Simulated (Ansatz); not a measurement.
Program: Ansatz 0.2.0.

C2H5FO2Si, SMILES `CO[Si]1(F)CO1` at its PBE0-D4/def2-TZVP geometry, where that method's forces vanish. The species carries charge 0 and has multiplicity 1.

| atom | x (Å) | y (Å) | z (Å) |
| --- | --- | --- | --- |
| C1 | -0.5175 | -0.5715 | 1.9557 |
| O2 | -0.7082 | -0.0461 | 0.6560 |
| Si3 | 0.2444 | -0.1358 | -0.6312 |
| F4 | 1.4070 | -1.1678 | -0.3215 |
| C5 | 0.4064 | 1.0949 | -1.9084 |
| O6 | -0.4258 | -0.1749 | -2.1052 |
| H7 | 0.3326 | -1.2562 | 1.9965 |
| H8 | -0.3510 | 0.2497 | 2.6558 |
| H9 | -1.4215 | -1.1081 | 2.2474 |
| H10 | -0.2156 | 1.9857 | -1.9505 |
| H11 | 1.2492 | 1.1301 | -2.5947 |

**Question.** For each bond, give half the difference of the two atoms' forces along it (eV/Å; positive pushes the atoms apart) under PBE-D4, r2SCAN-D4, B3LYP-D4, ωB97M-V in def2-TZVPP. (An estimate is asked.)

**Answer.** The calculation gave: 
```tsv
bond	length (Å)	PBE-D4	r2SCAN-D4	B3LYP-D4	ωB97M-V
C1–O2	1.415	0.16	0.29	0.31	0.27
C1–H7	1.092	0.08	-0.06	-0.08	-0.10
C1–H8	1.092	0.09	-0.06	-0.10	-0.11
C1–H9	1.091	0.09	-0.06	-0.11	-0.11
O2–Si3	1.604	0.14	-0.05	-0.05	-0.04
Si3–F4	1.585	0.38	0.03	0.16	0.13
Si3–C5	1.781	0.09	0.09	0.14	0.06
Si3–O6	1.620	0.50	0.15	0.08	-0.02
C5–O6	1.531	0.57	0.42	0.42	0.20
C5–H10	1.087	0.03	-0.07	-0.15	-0.12
C5–H11	1.088	0.04	-0.07	-0.15	-0.12
```

B3LYP here is the variant with VWN-RPA as its local correlation; programs differ in this.
